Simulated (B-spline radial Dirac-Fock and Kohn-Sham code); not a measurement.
Pb¹⁴⁺: eigenvalues, ΔSCF and the reference

System: Pb¹⁴⁺, configuration 1s2 2s2 2p6 3s2 3p6 3d10 4s2 4p6 4d10 4f14 5s2 5p6.

The density-functional columns are spherical, spin-unpolarised Dirac-Kohn-Sham results without Breit or QED terms: −ε is minus the orbital energy of the initial state and ΔSCF the difference of two total energies. The reference in the last column comes from multi-electron Dirac-Fock with separately optimised hole states, Breit and Lamb-shift corrections added in first order. All numbers are from a radial finite-basis atomic code, in eV; a selection of levels is shown. The Kohn-Sham columns are given as differences from the reference. For the 1s level of heavy atoms much of the gap between ΔSCF and the reference is the Breit and QED part, -494.3 eV here; for other levels the error of the functional can be larger.

| level | LDA −ε − DF | LDA ΔSCF − DF | Dirac-Fock |
| --- | --- | --- | --- |
| 1s | -167.2 | +483.9 | 88293.4 |
| 2s | -181.4 | -53.0 | 16161.3 |
| 2p1/2 | -124.4 | +39.9 | 15493.6 |
| 2p3/2 | -146.8 | -9.9 | 13328.9 |
| 3s | -105.2 | -61.8 | 4147.2 |
| 3p1/2 | -85.0 | -38.7 | 3849.1 |
| 3p3/2 | -84.8 | -42.9 | 3360.6 |
| 3d3/2 | -61.4 | -12.3 | 2876.4 |
| 3d5/2 | -63.3 | -15.8 | 2774.2 |
| 4s | -61.7 | -38.5 | 1183.3 |
| 4p1/2 | -52.6 | -29.4 | 1053.6 |
| 4p3/2 | -52.2 | -30.2 | 932.8 |
| 4d3/2 | -38.1 | -16.2 | 720.9 |
| 4d5/2 | -38.0 | -16.5 | 698.3 |
| 4f5/2 | -19.9 | +1.4 | 423.1 |
| 4f7/2 | -20.1 | +1.0 | 418.2 |
| 5s | -18.1 | -4.4 | 415.8 |
| 5p1/2 | -10.3 | +2.8 | 363.8 |
| 5p3/2 | -10.5 | +1.8 | 336.5 |

For the outermost level NIST gives 338.1 ± 1.5 eV (semi-empirical); the differences from it are LDA −ε -12.09, LDA ΔSCF +0.21, Dirac-Fock -1.63 eV.

Values without a named source are computed, but for edge energies of neutral atoms, which are taken from tables.
